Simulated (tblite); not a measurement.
C7H10NPSi.
Atom-mapped SMILES: `[SiH3:1][c:2]1[cH:3][n:4][cH:5][p:6][c:7]1[CH:8]1[CH2:9][CH2:10]1` (hydrogens: H11, H12, H13 on Si1; H14 on C3; H15 on C5; H16 on C8; H17, H18 on C9; H19, H20 on C10)

Structure optimised with GFN2-xTB, isolated species.

(1) Give the optimised bond lengths and angles.

Answers

(1) 
| bond | length (Å) | order |
| --- | --- | --- |
| Si1–C2 | 1.895 | single |
| C2–C3 | 1.397 | aromatic |
| C3–N4 | 1.317 | aromatic |
| N4–C5 | 1.310 | aromatic |
| C5–P6 | 1.739 | aromatic |
| P6–C7 | 1.761 | aromatic |
| C7–C8 | 1.476 | single |
| C8–C9, C8–C10 | 1.508 | single |
| C9–C10 | 1.488 | single |
| C2–C7 | 1.393 | aromatic |
| Si1–H11, Si1–H12, Si1–H13 | 1.464 | single |
| C3–H14 | 1.084 | single |
| C5–H15 | 1.087 | single |
| C8–H16 | 1.083 | single |
| C9–H17, C10–H19 | 1.080 | single |
| C9–H18, C10–H20 | 1.082 | single |

Bonds in one row agree within 0.01 Å and their mean is given. Orders are formal, as drawn. A selection of angles:
| angle | degrees |
| --- | --- |
| C2–Si1–H11 | 109.7 |
| C2–Si1–H13 | 107.8 |
| H11–Si1–H12 | 110.3 |
| Si1–C2–C3 | 116.6 |
| Si1–C2–C7 | 122.7 |
| C3–C2–C7 | 120.7 |
| C2–C3–N4 | 127.4 |
| C2–C3–H14 | 118.8 |
| N4–C3–H14 | 113.8 |
| C3–N4–C5 | 121.3 |
| N4–C5–P6 | 128.4 |
| N4–C5–H15 | 114.8 |
| P6–C5–H15 | 116.8 |
| C5–P6–C7 | 98.9 |
| P6–C7–C8 | 116.4 |
| C2–C7–P6 | 123.2 |
| C2–C7–C8 | 120.4 |
| C7–C8–C9 | 119.9 |
| C7–C8–H16 | 114.4 |
| C9–C8–C10 | 59.1 |
| C9–C8–H16 | 116.3 |
| C8–C9–C10 | 60.4 |
| C8–C9–H17 | 118.1 |
| C8–C9–H18 | 117.0 |
| C10–C9–H17 | 119.1 |
| C10–C9–H18 | 118.0 |
| H17–C9–H18 | 114.1 |

Dihedral angles: P6–C7–C8–C9 -36° (synclinal); C7–C8–C9–C10 109° (anticlinal); C7–C8–C10–C9 -109° (anticlinal). The mirror-image conformer, all signs reversed, is as good.

The 3-membered ring C8–C9–C10 has internal angles of 59.1° to 60.5°. Si1 (SiH3 silicon) is tetrahedral (angles from 107.8° to 110.3°). N4 (pyridine-type nitrogen) is bent (angle 121.3°). The 2 C–P bonds span 1.739 Å (C5–P6, aromatic) to 1.761 Å (P6–C7, aromatic), a spread of 0.022 Å. The 6 C–C bonds span 1.393 Å (C2–C7, aromatic) to 1.508 Å (C8–C9, drawn single), a spread of 0.115 Å. The 6-membered ring C2–C3–N4–C5–P6–C7 has internal angles of 98.9° to 128.4°; it is planar, 0.00 Å rms from its mean plane, widest ring torsion 1°. Of the pairs four or more bonds apart, Si1···H16 is among the closest relative to their van der Waals radii: 2.60 Å, 79 % of the sum of Bondi's values.

Point group: near Cs, missed by 0.12 Å at most; the miss may be what the optimiser left on a soft mode. Its GFN2-xTB frequencies are all real (lowest 51 cm⁻¹). One conformer, not necessarily the lowest.

These are computed values.
